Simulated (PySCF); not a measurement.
Two species compared at the same levels of theory.

First species: ZrPhCl3, C6H5Cl3Zr (singlet state).
Z-matrix (Å and degrees, PBE0-D3(BJ)/def2-SVP geometry), rows numbered from 1:
```
Zr
C   1  2.1609
C   2  1.4080  1  120.99
C   3  1.3927  2  120.66  1   174.00
C   4  1.3954  3  119.90  2     0.07
C   5  1.3952  4  120.30  3     0.08
C   6  1.3930  5  119.82  4    -0.08
H   3  1.0951  2  120.36  1    -6.11
H   4  1.0928  3  119.95  2   179.99
H   5  1.0926  4  119.84  3  -179.98
H   6  1.0926  5  120.19  4   179.86
H   7  1.0953  2  120.41  1     6.06
Cl  1  2.3377  2  105.93  3   153.05
Cl  1  2.3340  2  105.23  3    31.05
Cl  1  2.3323  2  103.72  3   -87.20
```

Second species: C₇H₈S.
SMILES: `SCc1ccccc1`

Levels: CAM-B3LYP/def2-SVPD for HOMO energy, LUMO energy, HOMO–LUMO gap and static isotropic polarisability; TDDFT CAM-B3LYP/def2-SVPD for lowest singlet excitation; TDA CAM-B3LYP/def2-SVPD for lowest triplet excitation (Tamm–Dancoff). Geometries: PBE0-D3(BJ)/def2-SVP. All species are isolated and taken at one optimised geometry (atoms past krypton carry core potentials, spin–orbit coupling is left out). Electronic properties by PySCF.

Dipoles, sizes and rotational constants follow the conformer. The torsions of the flexible species, by atom-mapped SMILES:
- `[SH:1][CH2:2][c:3]1[cH:4][cH:5][cH:6][cH:7][cH:8]1`: S1–C2–C3–C4 -60°, H–S1–C2–C3 -54°

```csv
property,column X,column Y
HOMO energy,-9.02 eV,-8.05 eV
LUMO energy,-1.56 eV,0.45 eV
HOMO–LUMO gap,7.46 eV,8.50 eV
lowest singlet excitation,4.37 eV,5.34 eV
lowest triplet excitation (Tamm–Dancoff),3.63 eV,3.99 eV
static isotropic polarisability,153.6 au,101.7 au
```

**Question.** Which column belongs to which species?

**Answer.** Column X is the first species and column Y the second. The first has 15 atoms and 132 electrons, the second 16 and 66.

**Question.** How does each property change from the first species to the second?

**Answer.** HOMO energy +0.97 eV; LUMO energy +2.01 eV; HOMO–LUMO gap +1.04 eV; lowest singlet excitation +0.97 eV; lowest triplet excitation (Tamm–Dancoff) +0.36 eV; static isotropic polarisability -51.9 au.

On the first: The polarisability is 22.76 Å³ as a volume (1 au = 0.148185 Å³). The principal polarisabilities are 118.6, 150.7 and 191.6 au; their mean is the isotropic value. Atoms past krypton carry effective core potentials; spin–orbit coupling is left out.

On the second: The polarisability is 15.08 Å³ as a volume (1 au = 0.148185 Å³), or 1.54 au for each of the 66 electrons. S1 lies 3.16 eV below the HOMO–LUMO gap; its leading configuration is HOMO→LUMO+1, weight 0.37, beside HOMO−1→LUMO, weight 0.32.
